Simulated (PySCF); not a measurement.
aminoborane (BH4N), SMILES BN. The structure is a stationary point at PBE-D3(BJ)/def2-TZVP.

The numbers are results of PBE-D3(BJ)/def2-TZVP (PySCF), not measurements.

Harmonic wavenumbers (cm⁻¹): 611, 723, 848, 972, 1102, 1122, 1333, 1596, 2521, 2604, 3497, 3586. Rotational constants (GHz): 137.1, 27.57, 22.96; symmetry number 2.

**Question.** Work out the zero-point energy and the ideal-gas rigid-rotor harmonic-oscillator thermochemistry at 298.15 K and 1 atm.

**Answer.** ZPE = ½ Σ hcν = ½ × 20515 cm⁻¹ = 122.71 kJ/mol. H − E(el) = 133.74 kJ/mol. Entropy in J/(mol K): translation 150.68, rotation 73.13, vibration 4.76, total 228.56. G − E(el) = 65.60 kJ/mol. Cp = 47.93 J/(mol K).
